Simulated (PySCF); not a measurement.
A structure optimised at PBE-D3(BJ)/def2-TZVP, used in a PySCF frequency run:

```xyz
4

Cl    -0.0086    -0.1705    -1.4728
C      0.0882     0.6799     0.0000
Cl    -0.0086    -0.1705     1.4728
H     -0.2383     1.7173     0.0000
```
Charge 0, spin multiplicity 2.

Q: Write its SMILES, formula and point group.

A: Cl[CH]Cl, CHCl2, Cs

Q: What are its rotational constants (standard atomic weights)?

A: 47.304, 3.2830, 3.0751 GHz
